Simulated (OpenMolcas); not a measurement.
Ru4+ with 4 ligands (fluoride) in tetrahedral coordination (Td) at 1.8 Å. Ligand basis ANO-RCC-VDZP.
```
Ru    0.0000    0.0000    0.0000
F     1.0392    1.0392    1.0392
F     1.0392   -1.0392   -1.0392
F    -1.0392    1.0392   -1.0392
F    -1.0392   -1.0392    1.0392
```

| Item | Value |
| --- | --- |
| Program | OpenMolcas |
| Method | SS-CASPT2, IPEA 0.25 Eh, imaginary shift 0.1 Eh (closed shells correlated: 4s 4p and the ligand valence shells) |
| Basis | ANO-RCC-VDZP [6s5p3d1f] |
| Scalar Hamiltonian | DKH2, point nucleus |
| Active space | 4 electrons in 5 orbitals (4d) |
| State averaging | 2S+1 = 5 even, 5 roots; 2S+1 = 3 even, 45 roots; 2S+1 = 1 even, 50 roots |
| Spin-orbit coupling | state interaction with AMFI integrals over the reference wave functions |

What is the spin-free ground state (labels of Td)?

1A1, 1-fold in its orbital part; d4 allows 2S+1 = 5, so this is a state of lower spin.

Where is the first state of the same spin?

1T1 at 10800 cm-1 above the ground state.

What are the lowest two levels with spin-orbit coupling?

A 1-fold level, then a 3-fold level 6630 cm-1 above it. Their leading multiplicities are 1 (88 %) and 3 (81 %).

What is χT at 300 K?

0.06 cm3 K/mol.

Roots that are degenerate in the reference are averaged as groups; the widest CASPT2 spread within a group is 540 cm-1 (the 3-fold group of multiplicity 1 near 10800 cm-1 above the lowest state of its run). Shifts and gaps below about the spread of the groups concerned are not significant. Over all roots computed the reference weight is 0.69 to 0.74; the roots of lowest weight are the least certain, and an intruder state may touch them. The least metal-like active orbital is 71 % on the metal (Löwdin) and no ligand orbital is active, so the numbers are rough. Ligand-to-metal charge-transfer states are missing. These CASPT2 states fit no ligand-field parameters well, so their order and spin gaps are uncertain. With no ligand orbital active B as a rule stays too high, so bands that hang on it stand too high and its fall with covalency is understated. With one d shell and no ligand orbital active, 10Dq can be off by a tenth or more. No measured value stands beside these numbers; the geometry is a model, was not optimised and need not be the one that this ion takes.
